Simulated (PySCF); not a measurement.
Species: `FC(F)(F)OC1(F)C=C1`. The columns A, B, C and D hold Mulliken, IAO, Hirshfeld and ESP-fitted charges (e) of one PBE0/pcSseg-1 density (PySCF), in a shuffled order. Coordinates in Å (GFN2-xTB); the density's dipole moment is (-2.57, -1.38, -1.65) D.

```
atom       x       y       z       A       B       C       D
  F1   1.736   1.484   0.497  -0.258  -0.279  -0.099  -0.192
  C2   1.632   0.187   0.201  +0.954  +0.953  +0.309  +0.695
  F3   1.603   0.127  -1.145  -0.280  -0.298  -0.105  -0.214
  F4   2.752  -0.403   0.590  -0.238  -0.265  -0.089  -0.180
  O5   0.595  -0.427   0.765  -0.450  -0.354  -0.147  -0.363
  C6  -0.683   0.059   0.428  +0.400  +0.437  +0.133  +0.438
  F7  -0.973   1.130   1.227  -0.284  -0.304  -0.124  -0.223
  C8  -1.746  -0.851  -0.021  -0.019  -0.132  -0.026  -0.175
  C9  -1.259  -0.032  -0.925  -0.036  -0.139  -0.034  -0.231
 H10  -2.416  -1.620   0.273  +0.102  +0.189  +0.093  +0.214
 H11  -1.235   0.351  -1.916  +0.108  +0.192  +0.090  +0.231
```

Question: Which column most likely holds the ESP-fitted charges?

Answer: D. Σ q r misses the density's dipole by 0.03 D (D), 0.53 D (A), 0.91 D (C), 0.99 D (B). Charges fitted to the outside potential are the only set here that is tied to the molecule's multipoles.

Question: And the Hirshfeld charges?

Answer: C. The mean sizes are 0.114 e (C), 0.284 e (A), 0.287 e (D), 0.322 e (B), and Hirshfeld charges are commonly the smallest of these schemes.

As computed, A = Mulliken, B = IAO, C = Hirshfeld, D = ESP-fitted. Hydrogens on carbon: Mulliken +0.10 to +0.11, IAO +0.19 to +0.19, Hirshfeld +0.09 to +0.09, ESP-fitted +0.21 to +0.23 e.

The IAO scheme projects the occupied orbitals on a minimal set of polarised atomic orbitals and counts the electrons in each atom's part of it. The Hirshfeld scheme divides the density at each point in proportion to the densities of the neutral, spherically averaged free atoms.

Geometry: GFN2-xTB, one conformer, isolated molecule.

Shape of the structure used: `[F:1][C:2]([F:3])([F:4])[O:5][C:6]1([F:7])[CH:8]=[CH:9]1`: F1–C2–O5–C6 61°, C2–O5–C6–F7 -84°.
